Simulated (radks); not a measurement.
Problem. All-electron atom: Cr XVI in [He] 2s2 2p5. Method: non-relativistic Kohn-Sham, Wu-Cohen GGA, spin-unpolarised, spherical densities, point nucleus; computed with a radial shooting solver on a logarithmic mesh with Libxc functionals. Some entries of the table are withheld. Estimate them.

orbital,occ.,eigenvalue (Ry),<r^2> (bohr^2),<r> (bohr)
1s,2,-469.1148,0.005512,0.06412
2s,2,-84.20558,0.09662,(1)
2p,5,-77.73181,0.07630,0.2502
3s,0,-32.08693,0.5805,0.7151
3p,0,-30.09692,0.5608,(2)
3d,0,-27.39795,(3),0.6300

Solution. 
(1) 2s <r> (bohr): 0.2868
(2) 3p <r> (bohr): 0.6982
(3) 3d <r^2> (bohr^2): 0.4575
